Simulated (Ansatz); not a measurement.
Relaxation of the cluster Zn₂Se₂ with UKS B3LYP-D4/def2-SVP.

```sh
$ ansatz run in.yaml --threads 4 --pin off --events-out ev --progress --plain --max-ram 4787MiB
```

```yaml
crystal:
  periodic: [false, false, false]
  atoms:
    - {symbol: Zn, position_ang: [-0.056030, 1.239719, -0.057582]}
    - {symbol: Zn, position_ang: [0.056167, -1.239799, 0.054858]}
    - {symbol: Se, position_ang: [-2.022033, -0.095854, -0.093039]}
    - {symbol: Se, position_ang: [2.021885, 0.095934, 0.095763]}
basis:
  gaussian: {orbitals: def2-SVP}
magnetization: {spin_polarized: true, initial_magnetization: 2}
hamiltonian: {xc: {name: B3LYP}, dispersion: d4}
scf: {lower_state_search: "off"}
output: {orbitals: {seedname: orbitals}}
relax: {f_tol: 0.02, max_steps: 100}
```

Run time 2.3 min (4 threads of Arm Neoverse N1 on a shared host), peak host memory 0.62 GiB.

Positions (Å) and forces (eV/Å) at steps 1, 2, 3, 4, 7, 10, 13, 15, 16, 17, 19, 20 of 20:

```xyz
4
step=1 energy=-227514.4962 eV
Zn   -0.056    1.240   -0.058   -0.069    1.503   -0.068
Zn    0.056   -1.240    0.055    0.069   -1.503    0.068
Se   -2.022   -0.096   -0.093   -0.082   -0.004   -0.004
Se    2.022    0.096    0.096    0.082    0.003    0.004
4
step=2 energy=-227514.6936 eV
Zn   -0.060    1.335   -0.062   -0.031    0.674   -0.031
Zn    0.061   -1.335    0.059    0.031   -0.674    0.031
Se   -1.976   -0.094   -0.091   -0.057   -0.003   -0.003
Se    1.976    0.094    0.094    0.057    0.002    0.003
4
step=3 energy=-227514.7324 eV
Zn   -0.068    1.502   -0.069    0.021   -0.436    0.019
Zn    0.068   -1.502    0.067   -0.021    0.436   -0.020
Se   -1.936   -0.092   -0.089    0.348    0.016    0.017
Se    1.936    0.092    0.091   -0.348   -0.016   -0.016
4
step=4 energy=-227514.7595 eV
Zn   -0.065    1.439   -0.066   -0.004    0.082   -0.005
Zn    0.065   -1.439    0.064    0.004   -0.082    0.003
Se   -1.922   -0.091   -0.088   -0.112   -0.005   -0.004
Se    1.922    0.091    0.091    0.111    0.005    0.006
4
step=7 energy=-227514.7607 eV
Zn   -0.065    1.444   -0.068    0.000   -0.001   -0.001
Zn    0.066   -1.444    0.063    0.000    0.001   -0.001
Se   -1.929   -0.091   -0.088    0.001    0.000    0.001
Se    1.929    0.091    0.092   -0.001    0.000    0.001
4
step=10 energy=-227514.7609 eV
Zn   -0.065    1.444   -0.076    0.000    0.000   -0.006
Zn    0.066   -1.445    0.055    0.000    0.000   -0.006
Se   -1.930   -0.091   -0.079    0.001    0.000    0.006
Se    1.929    0.092    0.101   -0.002    0.000    0.005
4
step=13 energy=-227514.7678 eV
Zn   -0.061    1.449   -0.156    0.001   -0.010   -0.022
Zn    0.070   -1.453   -0.025    0.000    0.011   -0.022
Se   -1.924   -0.089    0.001    0.094    0.004    0.026
Se    1.915    0.093    0.180   -0.096   -0.005    0.017
4
step=15 energy=-227514.7728 eV
Zn   -0.057    1.522   -0.327    0.003   -0.160    0.113
Zn    0.082   -1.539   -0.188   -0.013    0.163    0.096
Se   -1.812   -0.077    0.174    0.094    0.003   -0.100
Se    1.787    0.094    0.342   -0.085   -0.005   -0.109
4
step=16 energy=-227514.7546 eV rejected
Zn   -0.060    1.450   -0.191    0.005   -0.163    0.049
Zn    0.072   -1.457   -0.059   -0.010    0.174    0.035
Se   -1.948   -0.088    0.034    0.424    0.015   -0.022
Se    1.936    0.096    0.215   -0.419   -0.025   -0.062
4
step=17 energy=-227514.7718 eV rejected
Zn   -0.063    1.566   -0.241    0.008   -0.181   -0.018
Zn    0.079   -1.579   -0.100   -0.005    0.175   -0.034
Se   -1.806   -0.079    0.086    0.015    0.005    0.027
Se    1.789    0.092    0.254   -0.017    0.001    0.025
4
step=19 energy=-227514.7682 eV rejected
Zn   -0.064    1.540   -0.196    0.008   -0.113   -0.086
Zn    0.076   -1.551   -0.057    0.001    0.105   -0.096
Se   -1.835   -0.082    0.041   -0.008    0.005    0.091
Se    1.823    0.092    0.212   -0.001    0.003    0.091
4
step=20 energy=-227514.7858 eV
Zn   -0.058    1.496   -0.267    0.000   -0.007    0.003
Zn    0.078   -1.511   -0.132    0.000    0.004    0.002
Se   -1.842   -0.080    0.114    0.002    0.002   -0.002
Se    1.822    0.094    0.285   -0.002    0.001   -0.003
```

At B3LYP-D4/def2-SVP a singlet of charge 0 lies 1.56 eV below the triplet, each at its own geometry. The structure comes from a short search, and lower isomers may exist.
